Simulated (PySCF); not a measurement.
Calculation: B3LYP-D3(BJ)/def2-TZVP in PySCF. Isolated molecules, 0 K electronic values unless said otherwise. B3LYP has the VWN-RPA correlation part, as in Gaussian. 

Reference species (SMILES): `C[SiH](C)C` (neutral, multiplicity 1).

* **HOMO–LUMO gap**: 9.08 eV
* **HOMO**: -8.32 eV

Changed species: `[SiH3]C(C)C`.

Question: What does the change do to the HOMO–LUMO gap and HOMO?

Answer: the HOMO–LUMO gap drops by 0.69 eV, to 8.39 eV; the HOMO increases by 0.37 eV, to -7.95 eV.
